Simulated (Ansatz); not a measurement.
In5P4H16⁻, a cluster cut from zinc blende InP (hydrogen-capped). The state is a singlet with charge -1. Geometry PBE0-D4/def2-SVP.

```xyz
25

P     1.716   -1.269    0.784
P    -0.979    1.217    2.122
P     1.088    1.575   -1.809
P    -1.801   -0.931   -1.030
In    3.106    0.210   -0.796
In    1.111   -0.128    3.008
In   -0.108   -2.775   -0.307
In   -3.086    0.271    0.846
In   -1.089    0.621   -2.954
H     2.689   -2.219    1.210
H    -0.493    2.329    1.382
H    -1.478    1.963    3.226
H     1.650    2.509   -2.723
H     0.678    2.526   -0.836
H    -2.840   -1.688   -1.645
H     4.073    1.369    0.079
H     3.752   -0.691   -2.139
H     2.289    1.073    3.467
H     0.454   -1.252    4.165
H    -0.850   -3.734    0.946
H     0.563   -3.495   -1.746
H    -3.814   -0.850    1.962
H    -3.952    1.664    0.254
H    -0.509   -0.273   -4.332
H    -2.172    1.975   -3.134
```

In the def2 sets In takes a core potential; there is no spin–orbit coupling.

Q: Estimate the orbital energies around the gap (eV) in Ansatz with PBE-D4/def2-SVP, PBE-D4/def2-SVPD, r2SCAN-D4/def2-SVP, PBE0-D4/def2-SVP, PBE0-D4/def2-SVPD.

A: 
```csv
orbital,PBE-D4/def2-SVP,PBE-D4/def2-SVPD,r2SCAN-D4/def2-SVP,PBE0-D4/def2-SVP,PBE0-D4/def2-SVPD
HOMO−9,-3.98,-4.12,-4.29,-5.17,-5.27
HOMO−8,-3.89,-4.02,-4.20,-5.08,-5.18
HOMO−7,-3.86,-3.99,-4.17,-5.04,-5.13
HOMO−6,-3.53,-3.66,-3.84,-4.70,-4.81
HOMO−5,-3.46,-3.59,-3.72,-4.50,-4.59
HOMO−4,-3.31,-3.44,-3.59,-4.38,-4.47
HOMO−3,-3.12,-3.26,-3.38,-4.16,-4.26
HOMO−2,-2.97,-3.10,-3.22,-3.99,-4.09
HOMO−1,-2.95,-3.09,-3.21,-3.99,-4.09
HOMO,-2.92,-3.06,-3.18,-3.96,-4.06
LUMO,1.47,1.26,1.77,2.14,1.92
LUMO+1,1.62,1.33,1.90,2.31,2.03
LUMO+2,1.75,1.42,1.97,2.53,2.11
LUMO+3,1.84,1.62,2.14,2.54,2.33
LUMO+4,2.06,1.63,2.32,2.91,2.41
LUMO+5,2.41,1.81,2.62,3.20,2.51
```
